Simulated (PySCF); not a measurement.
# How the method changes the shape and vibrations of AlCClH2Si

These are calculations, not measurements. They come from PySCF 2.14.0, an open-source quantum chemistry program, on an isolated molecule that a program drew, which may never have been made. The molecule is AlCClH2Si (charge 0, singlet), drawn as the SMILES string `[Al][CH]=[SiH]Cl`.

The geometry was optimised and harmonic frequencies were computed with HF and MP2, all in the cc-pV(D+d)Z basis, for the commonest isotopes, with a restricted reference for singlets and an unrestricted one otherwise, and a frozen core in MP2. Each result is a local minimum of its method.

Geometry at the HF minimum:
```xyz
6
AlCClH2Si, angstrom
Al   -2.5782   -1.7411   -3.3746
C    -1.2978   -0.3627   -2.7896
Si    0.3594   -0.5367   -2.5165
Cl    1.3435   -2.3200   -2.7703
H    -1.6551    0.6555   -2.6057
H     1.3487    0.4558   -2.0820
```

Lengths of the bonds as drawn, in Å (atoms numbered as above):
| bond | HF | MP2 |
|---|---|---|
| Al1-C2 | 1.970 | 1.981 |
| C2-Si3 | 1.689 | 1.714 |
| Si3-Cl4 | 2.053 | 2.055 |
| C2-H5 | 1.095 | 1.106 |
| Si3-H6 | 1.467 | 1.477 |

Rotational constants, in GHz:
| constant | HF | MP2 |
|---|---|---|
| A | 6.723 | 6.303 |
| B | 1.847 | 1.963 |
| C | 1.449 | 1.497 |

Harmonic frequencies in cm^-1, each column in rising order, so a row needn't be the same motion in every method:
```
rank    HF   MP2
   1    80    69
   2   153   117
   3   310   279
   4   503   457
   5   514   511
   6   607   588
   7   680   605
   8   815     ?
   9   979   907
  10  1139  1037
  11  2388  2307
  12  3237  3148
```

**Estimate the missing MP2 frequency from the HF column.**

A single factor s that minimises the squared misfit of MP2 against s times HF over the other rows is sum(HF x MP2) / sum(HF^2) = 0.9613, with an rms misfit of 31 cm^-1. For rank 8 it gives 0.9613 x 815 = 783 cm^-1. The calculation gives 738 cm^-1, 45 cm^-1 below the estimate. The drawn bonds are on average 0.8 % longer in MP2 than in HF.
